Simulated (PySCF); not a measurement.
All of these have the formula C5H7NSSi. Method: TDDFT PBE0/def2-SVPD, vertical, gas phase, core orbitals frozen in the response (PySCF). Geometries: GFN2-xTB; one conformer of each isolated species. Triplets are in the Tamm–Dancoff approximation. 'Strongest' means the level of largest summed f among the lowest 8 singlets; it needn't be the same kind of state in each.

Task: Rank by computed lowest singlet excitation energy, lowest first.
A. `N#C[Si@@H]1C=CCCS1`
B. `C=C[SiH2]c1ccsn1`
C. `CC(=C=S)C[SiH2]C#N`
D. `S[SiH2]c1ccccn1`
E. `N#CC[C@H]1[SiH2]C=CS1`

Result: C (2.22 eV), D (4.66 eV), E (4.87 eV), A (5.03 eV), B (5.15 eV).

```tsv
SMILES	S1 (eV)	f (strongest)	first f ≥ 0.01 (nm)	HOMO (eV)	T1 (eV)	S1 mainly
CC(=C=S)C[SiH2]C#N	2.22	0.17	255	-6.37	1.84	H→L (100%)
S[SiH2]c1ccccn1	4.66	0.10	222	-6.99	4.01	H-1→L (99%)
N#CC[C@H]1[SiH2]C=CS1	4.87	0.11	248	-6.66	3.52	H→L+1 (92%)
N#C[Si@@H]1C=CCCS1	5.03	0.08	234	-7.30	4.14	H→L (95%)
C=C[SiH2]c1ccsn1	5.15	0.15	222	-7.64	4.07	H-3→L (54%)
```

H and L stand for HOMO and LUMO.

Mean S1 by what the SMILES shows (count): an aromatic ring 4.91 eV (2); a double or triple bond but no aromatic ring 4.04 eV (3).
